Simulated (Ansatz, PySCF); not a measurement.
This Ansatz (an electronic-structure program) input computes a BLYP/def2-TZVPD energy:

Ansatz 0.2 input:
```yaml
crystal:
  periodic: [false, false, false]
  atoms:
    - {symbol: Mg, position_ang: [-0.00000000, -0.00000000, -0.75868323]}
    - {symbol: F, position_ang: [0.00000000, 0.00000000, 1.01157765]}
basis:
  gaussian:
    orbitals: def2-TZVPD
hamiltonian:
  xc: {name: BLYP}
magnetization: {spin_polarized: true, initial_magnetization: 1}
output: {forces: true}
```

Problem. Write an input for the same energy in PySCF and say what it gives.

Solution. 
```python
from pyscf import gto, scf, dft

mol = gto.M(
    atom='''
    Mg   -0.00000000   -0.00000000   -0.75868323
    F     0.00000000    0.00000000    1.01157765
    ''',
    basis='def2-tzvpd',
    charge=0,
    spin=1,
    symmetry='C2v',
    verbose=4,
)

mf = dft.UKS(mol, xc='blyp').density_fit(auxbasis='def2-universal-jkfit')
mf.grids.level = 3
mf.conv_tol = 1e-9
mf.max_cycle = 100
mf.max_memory = 1500
mf.kernel()
if not mf.converged:
    mf = mf.newton()
    mf.kernel(mf.make_rdm1())
mf.analyze()
```
It gives -300.00796 Eh, and Ansatz -300.00793 Eh, a difference of 0.03 mEh, from the treatment of integrals and grids.
